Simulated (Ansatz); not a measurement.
Ansatz (a quantum-chemistry and plane-wave program) input:

Ansatz 0.2 input:
```yaml
crystal:
  periodic: [false, false, false]
  atoms:
    - {symbol: Mg, position_ang: [0.50444722, 0.11252104, 0.03963548]}
    - {symbol: F, position_ang: [-0.52263950, 1.12999855, -1.07573318]}
    - {symbol: F, position_ang: [-0.14995679, -1.28002660, 1.02288586]}
basis:
  gaussian:
    orbitals: def2-SVPD
total_charge: -1
magnetization: {spin_polarized: true, initial_magnetization: 1}
correlation: {method: ccsd_t, electrons: outside_noble_gas}
output: {forces: true}
```

Q: Predict the final energy.

A: -398.87182 Eh (CCSD(T)/def2-SVPD). The basis has 67 functions.
